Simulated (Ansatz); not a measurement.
`C[SiH](C)[SiH2]F` + `BN` → `BN[SiH](C)C` + `F[SiH3]` at 298.15 K and 1 bar (cleavage of the Si–Si bond).

Gas-phase electronic energies from Ansatz, PBE0-D4/def2-TZVP geometries. CCSD(T)/CBS adds triple-zeta CCSD(T) − MP2 to the extrapolated MP2 energy (def2 sets, frozen cores). This one scheme is used for every species. Each species was taken in one conformer, which may not be the lowest.

| species | CCSD(T)/CBS energy (Eh) | H − E (kJ/mol) | S (J/(mol·K)) |
| --- | --- | --- | --- |
| `C[SiH](C)[SiH2]F` | -759.55313 | 295.3 | 388.8 |
| `BN` | -81.93499 | 137.2 | 228.1 |
| `BN[SiH](C)C` | -450.78732 | 342.7 | 366.4 |
| `F[SiH3]` | -390.72345 | 82.7 | 238.5 |

H − E and S are ideal-gas, rigid-rotor, harmonic terms from PBE0-D4/def2-TZVP, for one conformer and one mirror image of each species. 1 Eh = 2625.50 kJ/mol, R = 8.31446 J/(mol·K).

Q: By hand: ΔE, ΔH, ΔS and ΔG.

A: ΔE = (-450.78732) + (-390.72345) − (-759.55313) − (-81.93499) = -0.02265 Eh = -59.5 kJ/mol. Δ(H − E) = 342.7 + 82.7 − 295.3 − 137.2 = -7.1, so ΔH = -66.6 kJ/mol. ΔS = 366.4 + 238.5 − 388.8 − 228.1 = -12.0 J/(mol·K). ΔG = -66.6 − 298.15 × (-12.0)/1000 = -63.0 kJ/mol.

Q: By hand: the equilibrium constant, and the temperature at which ΔG would vanish if ΔH and ΔS stayed fixed.

A: log₁₀ K = −ΔG/(RT ln 10) = 11.0. ΔG = 0 at ΔH/ΔS = 5550 K, far beyond where these terms or the molecules hold.

The number of gas molecules stays the same, so ΔS is small and ΔH decides. A doubt of 5 kJ/mol in ΔE shifts log₁₀ K by 0.9 here. Other conformers and mirror images would add mixing entropy, several J/(mol·K) or more a flexible species. Modes under 60 cm⁻¹, often nearly free rotors, make the harmonic entropy too high. These are equilibria of isolated gas molecules and say nothing of rates. Largest T1 diagnostic: 0.012 (customary marks: 0.02 for closed shells, 0.045 for open ones).
